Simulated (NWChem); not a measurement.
# Atomisation of H4AlFN2

SMILES: [NH2][Al]([NH2])[F]
```xyz
8

Al     0.0000     0.0000     0.0243
F      0.0000     0.0000     1.7053
N      1.5669     0.0000    -0.8114
H      1.7098     0.0000    -1.8221
H      2.4676     0.0000    -0.3299
N     -1.5669     0.0000    -0.8114
H     -1.7098     0.0000    -1.8221
H     -2.4676     0.0000    -0.3299
```
Charge 0, spin multiplicity 1.

Program: NWChem. All single points use one geometry, from PBE/def2-SVP, a minimum by its harmonic frequencies. It is one conformer; others weren't searched.

Basis set: def2-TZVP. The atomisation energy is electronic alone: no zero-point, thermal, spin-orbit or counterpoise terms. No value is extrapolated to the basis-set limit. Free atoms are single determinants with multiplicities Al 2, F 2, N 4, H 2. Correlated methods freeze the same cores in atoms and molecule, 8 orbitals in all.

```tsv
method	atomisation energy (kcal/mol)	relative cost
r2SCAN	689.2	under 3
LDA (SVWN5)	789.3	under 3
BP86	711.0	under 3
PBE0	682.8	under 3
PBE	701.0	under 3
B3LYP	690.5	under 3
HF	476.1	1
MP2	680.5	3
CAM-B3LYP	697.3	20
```

The values span 313.1 kcal/mol, from HF (lowest) to LDA (SVWN5) (highest). The cost column gives rough processor time relative to HF; each entry includes its own SCF. Costs are the molecule's.

B3LYP has NWChem's definition, with VWN1-RPA local correlation. GW and range-separated runs recompute their integrals, the others keep them in memory, which bears on the times. The structure started from a generated list of species. The stability of the SCF solutions was not checked. Open-shell Hartree-Fock references start from PBE0 orbitals; any time given for them includes that run.
